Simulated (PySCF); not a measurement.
## SMILES C#CC(C)=C=CF, C6H5F

Geometry (Å), atoms numbered from 1 in this order:
```xyz
12

C    -2.359    1.680    0.442
C    -1.547    0.787    0.316
C    -0.631   -0.303    0.166
C    -1.218   -1.685    0.029
C     0.672   -0.078    0.153
C     1.957    0.147    0.088
F     2.760    0.156    1.154
H    -3.065    2.482    0.555
H    -1.828   -1.925    0.914
H    -1.881   -1.729   -0.849
H    -0.428   -2.439   -0.077
H     2.490    0.351   -0.848
```

Method: PySCF 2.14.0, TDDFT CAM-B3LYP/def2-TZVPD circular dichroism and optical rotation, one conformer, IEF-PCM cyclohexane (non-equilibrium linear response, no local-field factor). Geometry: PBE0-D3(BJ)/def2-SVP.

No stereocentre is labelled: unless the shape is locked (an allene, a helicene, a hindered biaryl), the mirror image is equally populated and a measured rotation or CD is zero.

Task: Draw the ECD and absorption spectra from the lowest 12 states, each a Gaussian of half-width 0.2 eV at 1/e height.

Result: 
```
E (eV)  λ (nm)  Δε (L mol⁻¹ cm⁻¹)  ε (L mol⁻¹ cm⁻¹)
  4.21     295               0.00             0.152
  4.31     288              +0.01              1.44
  4.41     281              +0.06              8.28
  4.51     275              +0.22              28.9
  4.61     269              +0.46              61.2
  4.71     263              +0.59              78.7
  4.81     258              +0.46              65.3
  4.91     253              +0.20              93.2
  5.01     247              -0.07               621
  5.11     243              -0.59              3540
  5.21     238              -1.29             12400
  5.31     233              -0.27             26400
  5.41     229              +4.10             34200
  5.51     225              +7.94             26800
  5.61     221              +6.37             12800
  5.71     217              +1.66              3730
  5.81     213              -1.44               677
  5.91     210              -1.81              89.2
  6.01     206              -0.98              14.2
  6.11     203              -0.31               3.8
  6.21     200              -0.16               7.7
  6.31     196              -0.67              44.9
  6.41     193              -2.65               176
  6.51     190              -7.10               459
  6.61     188             -13.58              1030
  6.71     185             -18.22              2940
  6.81     182             -11.19              9560
  6.91     179             +14.23             24400
  7.01     177             +40.91             44600
  7.11     174             +40.93             61100
  7.21     172             +17.52             66100
  7.31     170              -2.85             54400
  7.41     167             -11.98             33800
  7.51     165             -17.96             20500
  7.61     163             -20.82             16700
```
Δε uses R in velocity form, ε uses f in length form. Only the states computed contribute, so the short-wavelength end is incomplete.
